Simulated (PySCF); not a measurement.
## Atomic charges by several schemes

Compound: C8H16N2.
SMILES with atom numbers: `[CH3:1][C:2]1=[N:3][N:4]([CH2:5][CH:6]([CH3:7])[CH3:8])[CH2:9][CH2:10]1` (hydrogens: H11, H12, H13 on C1; H14, H15 on C5; H16 on C6; H17, H18, H19 on C7; H20, H21, H22 on C8; H23, H24 on C9; H25, H26 on C10)

Structure used (GFN2-xTB), in Å, numbered top down from 1:
```
atom  x, y, z in Å
C1     3.1760    0.3028   -1.5940
C2     2.1748    0.1506   -0.5103
N3     1.2022   -0.6705   -0.5473
N4     0.5142   -0.6610    0.6142
C5    -0.8481   -1.1129    0.6027
C6    -1.9014   -0.0903    0.1315
C7    -1.6634    0.3090   -1.3210
C8    -3.2960   -0.6863    0.3032
C9     0.9535    0.4409    1.4790
C10    2.2313    0.9356    0.7899
H11    2.9256   -0.3555   -2.4204
H12    3.1981    1.3337   -1.9486
H13    4.1724    0.0531   -1.2276
H14   -0.8759   -1.9812   -0.0598
H15   -1.0938   -1.4398    1.6189
H16   -1.8313    0.8037    0.7616
H17   -0.6720    0.7354   -1.4491
H18   -2.3999    1.0441   -1.6395
H19   -1.7399   -0.5631   -1.9665
H20   -4.0546    0.0284   -0.0083
H21   -3.4802   -0.9489    1.3429
H22   -3.4003   -1.5838   -0.3028
H23    1.1273    0.0590    2.4883
H24    0.1921    1.2280    1.5325
H25    2.2369    2.0124    0.6125
H26    3.1313    0.6790    1.3527
```

Density: PBE0/pcSseg-1 (PySCF); schemes: Mulliken, IAO, Hirshfeld and ESP-fitted. Geometry: GFN2-xTB, one conformer, isolated molecule.

**Question.** Give the atomic charges in each scheme.

**Answer.** In e; atoms taken as equivalent share a row and are averaged (×n: the atom named and its like, n in all):

| atom | environment | Mulliken | IAO | Hirshfeld | ESP-fitted |
| --- | --- | --- | --- | --- | --- |
| C1 | methyl carbon | -0.160 | -0.433 | -0.121 | -0.609 |
| C2 | C=N carbon | -0.083 | +0.090 | +0.045 | +0.565 |
| N3 | C=N nitrogen | -0.198 | -0.194 | -0.110 | -0.525 |
| N4 | nitrogen bonded to 2 C and N | -0.514 | -0.119 | -0.035 | +0.083 |
| C5 | sp3 carbon bound to nitrogen | +0.122 | -0.152 | -0.027 | -0.624 |
| C6 | sp3 CH carbon | -0.427 | -0.105 | -0.026 | +0.636 |
| C7/C8 | methyl carbon | -0.208 | -0.418 | -0.122 | -0.583 |
| C9 | sp3 carbon bound to nitrogen | +0.053 | -0.176 | -0.026 | -0.027 |
| C10 | ring CH2 carbon | -0.251 | -0.302 | -0.076 | -0.287 |
| H11/H12/H13 | methyl hydrogen | +0.121 | +0.152 | +0.046 | +0.156 |
| H14/H15 | methylene hydrogen | +0.110 | +0.140 | +0.039 | +0.199 |
| H16 | methine hydrogen | +0.117 | +0.117 | +0.029 | -0.054 |
| H17 (×6) | methyl hydrogen | +0.110 | +0.137 | +0.036 | +0.137 |
| H23/H24 | methylene hydrogen | +0.120 | +0.133 | +0.037 | +0.069 |
| H25/H26 | methylene hydrogen | +0.135 | +0.145 | +0.043 | +0.091 |

Mean size of the charges over all atoms: ESP-fitted 0.253 e, IAO 0.178 e, Mulliken 0.158 e, Hirshfeld 0.051 e. Each set sums to the total charge, 0, to within 0.001 e. The IAO scheme projects the occupied orbitals on a minimal set of polarised atomic orbitals and counts the electrons in each atom's part of it.

Some averages cover members that differ in this geometry: C7/C8, ESP-fitted -0.637 to -0.528; H14/H15, ESP-fitted +0.170 to +0.228; H17 (×6), ESP-fitted +0.106 to +0.154; H11/H12/H13, ESP-fitted +0.145 to +0.176 e.

Lowest charge. The schemes don't all agree: Mulliken N4 (-0.514); IAO C1 (-0.433); Hirshfeld C7/C8 (-0.122); ESP-fitted C5 (-0.624).

Highest charge. The schemes don't all agree: Mulliken H25/H26 (+0.135); IAO H11/H12/H13 (+0.152); Hirshfeld H11/H12/H13 (+0.046); ESP-fitted C6 (+0.636).

**Question.** How many electrons does the ESP-fitted scheme count on C5?

**Answer.** Z − q = 6 − (-0.624) = 6.624.

**Question.** Sum the charges by element.

**Answer.** 
```tsv
element	atoms	Mulliken	IAO	Hirshfeld	ESP-fitted
C	8	-1.162	-1.915	-0.475	-1.510
N	2	-0.712	-0.313	-0.145	-0.442
H	16	+1.874	+2.229	+0.620	+1.953
```

**Question.** How closely do the schemes follow one another over all atoms?

**Answer.** Correlation coefficient and root-mean-square difference: IAO with Hirshfeld 0.97, 0.145 e; Hirshfeld with ESP-fitted 0.78, 0.286 e; IAO with ESP-fitted 0.74, 0.225 e; Mulliken with Hirshfeld 0.71, 0.151 e; Mulliken with IAO 0.70, 0.151 e; Mulliken with ESP-fitted 0.19, 0.347 e.
